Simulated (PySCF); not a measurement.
3-ethenylthietane (C₅H₈S), SMILES S1CC(C=C)C1.

The structure is a stationary point at B3LYP-D3(BJ)/def2-SVP. One conformer was computed; it need not be the lowest.

These are PySCF with PBE/def2-TZVP values and carry that method's errors.

Isolated molecule, no solvent.

```json
{
  "total_energy": "-593.13436 hartree",
  "point_group": "Cs",
  "highest_occupied_level": "-5.10 eV",
  "lowest_empty_level": "-1.52 eV",
  "orbital_gap": "3.58 eV",
  "dipole_moment": "1.78 D",
  "quadrupole, principal values (traceless, Buckingham form, about the centre of nuclear charge)": "-5.07, 2.44, 2.63 D·Å",
  "mean_static_polarisability": "79.8 bohr³ (11.83 Å³)",
  "polarisability_principal_values": "63.4, 68.7, 107.4 bohr³"
}
```
